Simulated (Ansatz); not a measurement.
Consider the atomization: `[SiH3]C1CO1` → 2 C• + 6 H• + O• + Si•.

Computed with Ansatz on PBE0-D4/def2-TZVP structures; ΔE is electronic, products minus reactants. CCSD(T)/CBS is the MP2 limit (def2-TZVPP, def2-QZVPP) plus CCSD(T) − MP2 in def2-TZVPP, frozen cores. This one scheme is used for every species, atoms too. Functionals use def2-TZVPP. Open shells (•) are unrestricted, without spin–orbit coupling. Spin–orbit coupling would lower the free atoms: a little for C, O, Si.

```
         level  ΔE (kJ/mol)  difference from CCSD(T)/CBS
     r2SCAN-D4       3603.3                         10.5
       PBE0-D4       3596.7                          3.9
  CAM-B3LYP-D4       3606.0                         13.2
        revPBE       3522.5                        -70.3
     CAM-B3LYP       3591.8                         -1.0
       LC-ωPBE       3589.6                         -3.2
   HF/def2-SVP       2604.3                       -988.5
MP2/def2-TZVPP       3549.7                        -43.1
 MP2/CBS(def2)       3641.7                         48.9
CCSD/CBS(def2)       3539.7                        -53.1
   CCSD(T)/CBS       3592.8                            0
```

(1) What do rigid-rotor, harmonic-oscillator terms from PBE0-D4/def2-TZVP frequencies (298.15 K, 1 bar) make of the CCSD(T)/CBS value? (Best estimate.)

Largest T1 diagnostic among the species: 0.012.

Results:

(1) The calculation gave: ΔZPE = -190.3 kJ/mol, ΔH = +3448.0 kJ/mol, ΔS = 1032 J/(mol·K), ΔG = +3140.3 kJ/mol. Open shells count their whole term as degenerate.

From BLYP to BHLYP (50 % exact exchange), in def2-TZVPP and without D4, ΔE moves by −82.5 kJ/mol: exact exchange takes away binding that semilocal exchange gives to molecules. At CCSD(T), def2-SVP lies −194.7 kJ/mol from the extrapolated value and def2-TZVPP −92.0 kJ/mol: correlation converges slowly with the basis, and small sets miss more of it in the bonded molecule than in its fragments. Leaving LDA and LC-ωPBE aside and taking each functional with its dispersion term where it has one, the values, not all of them listed here, spread over 180.3 kJ/mol, from BHLYP-D4 to PBE-D4. LDA lies +474.4 kJ/mol from PBE without D4, its usual overbinding.

For atomizations the MP2-based limit and the directly extrapolated one differ by several kJ/mol either way, and by 10 to 25 for some Ge, Se and Sn compounds, so smaller differences from it don't rank the levels.
